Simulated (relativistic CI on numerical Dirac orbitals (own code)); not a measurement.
Cu3+ (3d8) in a crystal field

Calculated by Dirac-Coulomb-Breit CI, KLI orbitals optimised for each configuration, model QED (radiative potential, 1s self-energy scaled to tabulated hydrogen-like ionisation energies), valence Slater integrals scaled by 0.85, one configuration in a parametric crystal field (own radial code).

Field parameters in Wybourne normalisation: D4h B²₀ = −7Ds, B⁴₀ = 21(Dq − Dt), B⁴₄ = 21√(5/14) Dq. The field is a parameter set, without covalency.

S is read from ⟨S²⟩ = S(S + 1).

Levels (cm⁻¹, degeneracy): 0 (2), 7 (1), 14878 (1), 16419 (1), 16780 (2), 19249 (1), 20193 (1), 20300 (1), 20433 (2), 20604 (1), 20744 (1), 29571 (1).

Which field gives this pattern?
A. D4h, 10Dq = 16750, Ds = 3000, Dt = -580 cm⁻¹
B. D4h, 10Dq = 16750, Ds = 2590, Dt = -580 cm⁻¹
C. D4h, 10Dq = 16750, Ds = -270, Dt = -580 cm⁻¹
D. D4h, 10Dq = 16750, Ds = -1500, Dt = -580 cm⁻¹

D. D4h, 10Dq = 16750, Ds = -1500, Dt = -580 cm⁻¹, ground level with S = 1.00.
